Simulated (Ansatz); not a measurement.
Ansatz results at the PBE0-D4/def2-TZVP geometry: HOMO–LUMO gap (PBE/def2-TZVPP) 6.48 eV; HOMO energy (PBE0/def2-TZVPP) -9.41 eV; HOMO–LUMO gap (B3LYP/def2-TZVPP) 8.30 eV.

Each molecule was computed in one conformer, which needn't be the lowest.

**Question.** Which molecule gave them?
A. `C#[C][GeH2][CH3]`
B. `[CH3][Ge]([CH3])([F])[F]`
C. `C[O][Ge]([OH])([F])[Cl]`
D. `FC(F)(F)[O][GeH2][Cl]`

**Answer.** D. The others give `C[O][Ge]([OH])([F])[Cl]`: 5.37, -8.90, 7.49; `C#[C][GeH2][CH3]`: 6.11, -7.99, 7.73; `[CH3][Ge]([CH3])([F])[F]`: 7.31, -8.99, 9.00.

B3LYP here is the variant with VWN-RPA as its local correlation; programs differ in this.
